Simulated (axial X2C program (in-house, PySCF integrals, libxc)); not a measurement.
**Correcting the dissociation energy of GeCl⁺ for spin–orbit coupling**

A spin-free CCSD(T) curve (one-electron X2C) was computed with an axial X2C code built on PySCF integrals, basis Ge dyall-cv3z [9s9p7d4f1g], Cl dyall-av3z [9s8p3d2f] (cores contracted in-house), for the state M_S = 0, Λ = 0 (closed shell). It gives D0 = 4.442 eV to Ge+ + Cl, which in a spin-free picture are the weighted means of the ground terms.

Correlated methods: 10 electrons correlated (number of frozen shells: Ge 3 s, 2 p, 1 d; Cl 2 s, 1 p), 234 virtual spin orbitals or spinors in MP2, 88 natural virtuals in coupled cluster.

Measured levels of the ground terms (NIST Handbook of Basic Atomic Spectroscopic Data), in cm⁻¹: Ge+ 2P: J = 1/2 at 0, J = 3/2 at 1767.4; Cl 2P: J = 3/2 at 0, J = 1/2 at 882.4.

The molecular state has Λ = 0, so it has no first-order lowering.

Problem. How far does each ground level lie under the (2J+1)-weighted mean of its term?

Solution. Ge+: (2 × 0 + 4 × 1767.4)/6 = 1178 cm⁻¹; Cl: (4 × 0 + 2 × 882.4)/6 = 294 cm⁻¹.

Problem. Correct D0.

Solution. D0 = 4.442 + (0 − 1472)/8065.5 = 4.259 eV at CCSD(T) with these spin–orbit terms. The direct two-component run gives 4.283 eV; the difference holds second-order terms in the molecule, scalar two-electron terms, the gap between measured and computed atomic splittings (a 2c atom can miss part of its lowering) and, in coupled cluster, the truncation of each run.

Second-order spin–orbit effects in the molecule, which grow quickly with Z, are left out. The state is one determinant whose occupation by symmetry is held fixed; it was picked as the lowest of a PBE0 search that is not exhaustive. De is counted from the lowest determinant-based energies of the atoms at the same level, without counterpoise correction. CCSD and (T) use frozen natural virtuals with an MP2 correction for the truncation; (T) itself is uncorrected, so its De runs slightly low. With the outer-core shells frozen, correlated bond lengths of heavy atoms tend to come out a few hundredths of an ångström too long.
